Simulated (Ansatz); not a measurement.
Job for Ansatz (a quantum-chemistry and plane-wave program): R-RI-MP2/def2-QZVPP on CH5InO (SMILES [CH3][InH][OH]), a point of a torsion scan. Elements past Kr take the def2 small-core potentials; no spin–orbit coupling. Files ending in .json are basis or fitting sets from the Basis Set Exchange. The run froze 11 orbitals, filled d shells among them.

Ansatz 0.2 input:
```yaml
crystal:
  periodic: [false, false, false]
  atoms:
    - {symbol: C, position_ang: [-1.36886145, -0.22342035, 0.06274015]}
    - {symbol: In, position_ang: [0.47481808, 0.88681520, 0.60696843]}
    - {symbol: O, position_ang: [0.67157091, 2.64446112, -0.19542172]}
    - {symbol: H, position_ang: [-1.21712276, -0.67172891, -0.91663588]}
    - {symbol: H, position_ang: [-2.16465868, 0.51776108, 0.00825502]}
    - {symbol: H, position_ang: [-1.61628912, -0.99126256, 0.78672998]}
    - {symbol: H, position_ang: [1.85202630, 0.62257161, 1.58039464]}
    - {symbol: H, position_ang: [0.01463795, 3.00385391, -0.78795840]}
basis:
  gaussian:
    orbitals: def2-QZVPP.json
    fitting: {mean_field: def2-universal-JKFIT, correlation: def2-QZVPP-RIFIT.json}
magnetization: {spin_polarized: false}
correlation: {method: mp2, electrons: outside_noble_gas}
scf: {lower_state_search: off}
```

The head of its log:

```
WARN ansatz: RAYON_NUM_THREADS=1 ignored (pool sized by the plan → 1); use --threads N
Functional definition: HF
these checks for a lower state are left out or cut short: stability, starts, cluster_reference, orbital_swaps, neighbouring_geometries, increment
integrals: 0.43 GiB planned
460 factors; integrals over basis functions are off by at most 2.8e0 eV
mean field: 0.70 GiB planned
mean field evaluation 1: about -8291.7610 eV, gradient 5.0e1 eV
mean field evaluation 2: about -8294.6105 eV, gradient 3.7e1 eV
mean field evaluation 4: about -8296.8795 eV, gradient 1.6e0 eV
mean field evaluation 8: about -8296.8885 eV, gradient 3.0e-6 eV
mean field -8296.88850929 eV, -304.9050288834 hartree, gradient 3.0e-6 eV, S^2 0.000000; 0 other end points of the search recorded, 0 dependent functions left out
11 core orbitals not correlated, not the lowest: weight in the atoms' cores, before any rotation towards them, 0.910 or more for the frozen orbitals, at most 0.064 for the correlated occupied ones
838 factors; their error is unknown
reference -8296.88850929 eV, -304.9050288834 hartree; 9, 9 occupied and 326, 326 virtual orbitals, 838 factors
```

Task: Give the final energy of this run.

Result: -305.4477 hartree.
